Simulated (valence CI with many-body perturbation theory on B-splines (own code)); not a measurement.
## E1 transitions of Au6+

Level of theory: configuration interaction combined with many-body perturbation theory (CI+MBPT): five valence electrons over a frozen Dirac-Fock core [Xe] 4f14, radial functions for each j: 7 s, 7 p, 8 d, 6 f, 4 g, 1 h, with the one-electron correlation potential Σ1, the two-electron term Σ2, the three-electron term Σ3, Breit, model QED; selected CI, second order for the rest, scaled by the run's own slope (own B-spline code, finite nucleus).

No measured levels were compared; by estimate terms of the open shell hold to 2 to 4 % of their energy, and close levels can change places; different configurations can be misplaced against each other by 1,000 to 8,000 cm⁻¹. Among the levels kept, up to 2100 cm⁻¹ of a level comes from second order outside the variational space, and about a tenth of that is noise between levels of different J, which matters for small intervals. The list stops below the first excitations out of the core.

Lines 101 to 150 of 600 in falling wavelength, among levels below 40.264 eV, chosen from the strongest by gf and those to the six lowest levels. Wavelengths and rates use the calculated energies, so an error of 2000 cm⁻¹ moves a line at 1084 Å by 2.2 % and its rate by three times that or more. Electric multipoles are in the length gauge, E1 and E2 with the static RPA response of the core. Weak lines are less certain than strong ones. Lines between different terms over intervals too small for the method are left out, as are lines whose strength nearly cancels. Where a level lies close to another of its J and parity, the split of strength between their lines is uncertain. The highest levels of a list are the least certain.

Levels are named by their leading jj configuration (3d3/2^4 stands for four electrons in 3d with j = 3/2), which in mixed levels can hold well under half, so a name can repeat and another be missing. Letters in brackets count levels of one name in rising energy.

```
λ vac (Å)                               Upper                            Lower   A (s⁻¹)  S (a.u.) with core polarisation  S without
     1084   (5d3/2^2 5d5/2^2 6p3/2) J=7/2 [g]     (5d3/2 5d5/2^3 6s) J=7/2 [c]  1.47e+08                         7.40e-01   9.03e-01
     1082    (5d3/2 5d5/2^3 6p1/2) J=11/2 [b]        (5d3/2 5d5/2^3 6s) J=13/2  5.34e+08                         4.01e+00   4.90e+00
     1080   (5d3/2^2 5d5/2^2 6p1/2) J=5/2 [c]   (5d3/2^2 5d5/2^2 6s) J=3/2 [a]  3.48e+08                         1.30e+00   1.57e+00
     1080         (5d3/2^3 5d5/2 6p1/2) J=3/2     (5d3/2^3 5d5/2 6s) J=3/2 [a]  8.54e+08                         2.12e+00   2.59e+00
     1077   (5d3/2^2 5d5/2^2 6p3/2) J=9/2 [j]               (5d5/2^4 6s) J=9/2  2.15e+08                         1.32e+00   1.61e+00
     1075     (5d3/2^3 5d5/2 6p1/2) J=7/2 [a]   (5d3/2^2 5d5/2^2 6s) J=7/2 [a]  6.61e+08                         3.25e+00   3.97e+00
     1075   (5d3/2^2 5d5/2^2 6p3/2) J=7/2 [b]   (5d3/2^2 5d5/2^2 6s) J=9/2 [d]  1.76e+08                         8.63e-01   1.05e+00
     1073         (5d3/2^3 5d5/2 6p1/2) J=5/2   (5d3/2^2 5d5/2^2 6s) J=5/2 [a]  7.59e+08                         2.78e+00   3.40e+00
     1072   (5d3/2^2 5d5/2^2 6p1/2) J=5/2 [e]   (5d3/2^2 5d5/2^2 6s) J=7/2 [d]  3.65e+08                         1.33e+00   1.62e+00
     1072  (5d3/2^2 5d5/2^2 6p3/2) J=11/2 [b]    (5d3/2 5d5/2^3 6s) J=11/2 [b]  1.05e+08                         7.63e-01   9.23e-01
     1071   (5d3/2^2 5d5/2^2 6p1/2) J=5/2 [b]         (5d3/2^3 5d5/2 6s) J=5/2  1.92e+08                         7.00e-01   8.56e-01
     1070   (5d3/2^2 5d5/2^2 6p1/2) J=3/2 [e]   (5d3/2^2 5d5/2^2 6s) J=5/2 [d]  3.59e+08                         8.67e-01   1.06e+00
     1069      (5d3/2^2 5d5/2^2 6p1/2) J=13/2  (5d3/2^2 5d5/2^2 6s) J=11/2 [a]  1.50e+08                         1.27e+00   1.54e+00
     1068  (5d3/2^2 5d5/2^2 6p3/2) J=13/2 [a]    (5d3/2 5d5/2^3 6s) J=11/2 [b]  1.17e+08                         9.86e-01   1.18e+00
     1065   (5d3/2^2 5d5/2^2 6p1/2) J=3/2 [a]   (5d3/2^2 5d5/2^2 6s) J=5/2 [a]  9.34e+08                         2.23e+00   2.73e+00
     1064   (5d3/2^2 5d5/2^2 6p1/2) J=7/2 [a]         (5d3/2^3 5d5/2 6s) J=7/2  2.99e+08                         1.42e+00   1.74e+00
     1062  (5d3/2^2 5d5/2^2 6p1/2) J=11/2 [b]      (5d3/2^2 5d5/2^2 6s) J=13/2  8.94e+08                         6.34e+00   7.75e+00
     1059   (5d3/2^2 5d5/2^2 6p1/2) J=7/2 [b]   (5d3/2^2 5d5/2^2 6s) J=9/2 [a]  2.38e+08                         1.12e+00   1.36e+00
     1058   (5d3/2^2 5d5/2^2 6p1/2) J=9/2 [a]         (5d3/2^3 5d5/2 6s) J=7/2  3.20e+08                         1.87e+00   2.28e+00
     1057         (5d3/2^3 5d5/2 6p1/2) J=9/2   (5d3/2^2 5d5/2^2 6s) J=7/2 [a]  1.46e+08                         8.49e-01   1.04e+00
     1053   (5d3/2^2 5d5/2^2 6p3/2) J=9/2 [d]     (5d3/2 5d5/2^3 6s) J=9/2 [a]  1.23e+08                         7.06e-01   8.63e-01
     1051     (5d3/2^3 5d5/2 6p1/2) J=7/2 [b]         (5d3/2^3 5d5/2 6s) J=9/2  1.05e+09                         4.82e+00   5.90e+00
     1043   (5d3/2^2 5d5/2^2 6p1/2) J=5/2 [a]   (5d3/2^2 5d5/2^2 6s) J=7/2 [a]  1.03e+09                         3.45e+00   4.22e+00
     1042   (5d3/2^2 5d5/2^2 6p1/2) J=7/2 [b]         (5d3/2^3 5d5/2 6s) J=5/2  1.99e+08                         8.87e-01   1.08e+00
     1040  (5d3/2^2 5d5/2^2 6p1/2) J=11/2 [a]   (5d3/2^2 5d5/2^2 6s) J=9/2 [a]  1.94e+08                         1.29e+00   1.57e+00
     1038  (5d3/2^2 5d5/2^2 6p3/2) J=13/2 [b]    (5d3/2 5d5/2^3 6s) J=11/2 [b]  1.39e+08                         1.07e+00   1.28e+00
     1035     (5d3/2 5d5/2^3 6p1/2) J=7/2 [a]   (5d3/2^2 5d5/2^2 6s) J=9/2 [b]  1.91e+08                         8.37e-01   1.02e+00
     1034   (5d3/2^2 5d5/2^2 6p3/2) J=7/2 [e]     (5d3/2 5d5/2^3 6s) J=5/2 [a]  2.23e+08                         9.72e-01   1.16e+00
     1032   (5d3/2^2 5d5/2^2 6p1/2) J=9/2 [c]   (5d3/2^2 5d5/2^2 6s) J=7/2 [c]  1.61e+08                         8.76e-01   1.07e+00
     1028     (5d3/2^3 5d5/2 6p1/2) J=7/2 [a]   (5d3/2^2 5d5/2^2 6s) J=5/2 [a]  2.32e+08                         9.96e-01   1.22e+00
     1019   (5d3/2^2 5d5/2^2 6p3/2) J=3/2 [h]     (5d3/2 5d5/2^3 6s) J=5/2 [b]  3.00e+08                         6.26e-01   7.59e-01
     1016   (5d3/2^2 5d5/2^2 6p3/2) J=9/2 [c]    (5d3/2 5d5/2^3 6s) J=11/2 [a]  1.30e+08                         6.74e-01   8.22e-01
     1010         (5d3/2^3 5d5/2 6p1/2) J=5/2     (5d3/2^3 5d5/2 6s) J=3/2 [a]  2.95e+08                         9.00e-01   1.10e+00
     1009     (5d3/2 5d5/2^3 6p1/2) J=9/2 [a]   (5d3/2^2 5d5/2^2 6s) J=9/2 [b]  1.66e+08                         8.42e-01   1.03e+00
     1002         (5d3/2^3 5d5/2 6p1/2) J=3/2               (5d3/2^4 6s) J=1/2  3.17e+08                         6.30e-01   7.70e-01
    981.9     (5d3/2 5d5/2^3 6p1/2) J=9/2 [b]  (5d3/2^2 5d5/2^2 6s) J=11/2 [b]  1.30e+08                         6.10e-01   7.45e-01
    977.5    (5d3/2 5d5/2^3 6p1/2) J=11/2 [a]   (5d3/2^2 5d5/2^2 6s) J=9/2 [c]  1.74e+08                         9.61e-01   1.17e+00
    974.7   (5d3/2^2 5d5/2^2 6p1/2) J=7/2 [a]         (5d3/2^3 5d5/2 6s) J=9/2  1.94e+08                         7.09e-01   8.69e-01
    966.6  (5d3/2^2 5d5/2^2 6p3/2) J=11/2 [d]     (5d3/2 5d5/2^3 6s) J=9/2 [a]  1.19e+08                         6.39e-01   7.59e-01
    965.9        (5d3/2 5d5/2^3 6p1/2) J=13/2  (5d3/2^2 5d5/2^2 6s) J=11/2 [b]  2.15e+08                         1.34e+00   1.62e+00
    962.7   (5d3/2^2 5d5/2^2 6p3/2) J=9/2 [b]  (5d3/2^2 5d5/2^2 6s) J=11/2 [b]  1.70e+08                         7.50e-01   9.12e-01
    961.5   (5d3/2^2 5d5/2^2 6p3/2) J=5/2 [c]   (5d3/2^2 5d5/2^2 6s) J=3/2 [c]  2.44e+08                         6.43e-01   7.79e-01
    960.9   (5d3/2^2 5d5/2^2 6p3/2) J=9/2 [d]     (5d3/2 5d5/2^3 6s) J=7/2 [a]  2.85e+08                         1.25e+00   1.49e+00
    960.5     (5d3/2 5d5/2^3 6p1/2) J=7/2 [d]     (5d3/2 5d5/2^3 6s) J=9/2 [a]  2.77e+08                         9.69e-01   1.17e+00
    944.2   (5d3/2^2 5d5/2^2 6p3/2) J=9/2 [f]     (5d3/2 5d5/2^3 6s) J=7/2 [b]  1.58e+08                         6.58e-01   7.92e-01
    940.0         (5d3/2 5d5/2^3 6p3/2) J=9/2    (5d3/2 5d5/2^3 6s) J=11/2 [b]  2.53e+08                         1.04e+00   1.26e+00
    939.0     (5d3/2 5d5/2^3 6p1/2) J=7/2 [b]   (5d3/2^2 5d5/2^2 6s) J=5/2 [c]  3.90e+08                         1.27e+00   1.55e+00
    936.9   (5d3/2^2 5d5/2^2 6p3/2) J=7/2 [b]   (5d3/2^2 5d5/2^2 6s) J=5/2 [b]  3.23e+08                         1.05e+00   1.25e+00
    927.6         (5d3/2 5d5/2^3 6p3/2) J=9/2     (5d3/2 5d5/2^3 6s) J=9/2 [a]  1.84e+08                         7.26e-01   8.77e-01
    923.4         (5d3/2^3 5d5/2 6p3/2) J=9/2   (5d3/2^2 5d5/2^2 6s) J=7/2 [b]  2.97e+08                         1.15e+00   1.37e+00
```
